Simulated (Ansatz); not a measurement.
System: sum formula H$_{2}$SiO$_{3}$F, charge 0, multiplicity 2. It need not be the lowest isomer of its formula. SMILES: [O][Si](O)(O)F
Coordinates optimised at B3LYP-D3(BJ)/def2-TZVP (Ansatz, a quantum-chemistry and plane-wave program):
```xyz
7

Si    -0.0273     0.0224    -0.0097
F     -0.0261    -0.4024     1.5264
O     -0.2743     1.6458    -0.1627
O      1.4359    -0.2322    -0.6701
O     -1.1821    -0.8018    -0.7829
H      2.2210     0.0832    -0.2133
H     -1.4411    -1.6696    -0.4635
```
Charge 0, spin multiplicity 2.

Property: atomisation energy (electronic, to ground-state atoms), in eV. Valence correlation only, unless marked. Open shells are spin-unrestricted. Spin-orbit coupling is left out. Non-relativistic. The coupled-cluster limit lacks core correlation, which all-electron functionals hold. CBS(X,Y): correlation extrapolated as X^-3; Hartree-Fock from the larger set (for Q and 5 zeta extrapolated as (X+1)exp(-9√X)).

```json
[
 {"level": "B97M-V/def2-TZVPD", "program": "Ansatz", "atomisation energy (eV)": "29.79"},
 {"level": "B3LYP-D3(BJ)/def2-TZVPD", "program": "Ansatz + dftd3", "atomisation energy (eV)": "29.48"},
 {"level": "PBE0/def2-TZVP", "program": "Ansatz", "atomisation energy (eV)": "29.15"},
 {"level": "BHLYP-D4/def2-TZVPD", "program": "Ansatz + dftd4", "atomisation energy (eV)": "28.20"}
]
```

Q: Predict the CCSD(T)/CBS(cc-pV(Q+d)Z,cc-pV(5+d)Z) result (Ansatz).

A: 30.06 eV
